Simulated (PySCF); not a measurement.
Isomers of C8H9FOSi, one GFN2-xTB conformer each. Single-point energies are computed at PBE0/pcSseg-1 (PySCF, gas phase, no added dispersion term), electronic only.

| SMILES | GFN2-xTB relative energy (kJ/mol) |
| --- | --- |
| Cc1ccc([SiH3])c(C(=O)F)c1 | 68.7 |
| C=Cc1cccc(F)c1O[SiH3] | 0.0 |

Conformers: `[CH3:1][c:2]1[cH:3][cH:4][c:5]([SiH3:6])[c:7]([C:8](=[O:9])[F:10])[cH:11]1` with C5–C7–C8–O9 0°; `[CH2:1]=[CH:2][c:3]1[cH:4][cH:5][cH:6][c:7]([F:8])[c:9]1[O:10][SiH3:11]` with C1–C2–C3–C4 0°, C7–C9–O10–Si11 0°.

What does PBE0/pcSseg-1 give for the same structures?

```json
{"SMILES": "Cc1ccc([SiH3])c(C(=O)F)c1", "PBE0/pcSseg-1 E (Eh)": "-774.11721", "PBE0/pcSseg-1 (kJ/mol)": "0.0", "GFN2-xTB (kJ/mol)": "68.7", "point group": "–"}
{"SMILES": "C=Cc1cccc(F)c1O[SiH3]", "PBE0/pcSseg-1 E (Eh)": "-774.08915", "PBE0/pcSseg-1 (kJ/mol)": "73.7", "GFN2-xTB (kJ/mol)": "0.0", "point group": "Cs"}
```

GFN2-xTB puts C=Cc1cccc(F)c1O[SiH3] lowest instead. As drawn, the lower has a C=O bond and an Si–C bond, which the higher lacks; the higher has an Si–O bond and a C=C bond outside aromatic rings, which the lower lacks.

Which frontier levels, dipoles and rotational constants go with these structures?

| SMILES | HOMO (eV, PBE0/pcSseg-1) | LUMO (eV) | dipole (D) | A, B, C (MHz) |
| --- | --- | --- | --- | --- |
| Cc1ccc([SiH3])c(C(=O)F)c1 | -7.71 | -2.14 | 4.31 | 1388, 788.8, 507.6 |
| C=Cc1cccc(F)c1O[SiH3] | -6.58 | -1.24 | 0.59 | 1307, 842.7, 515.4 |
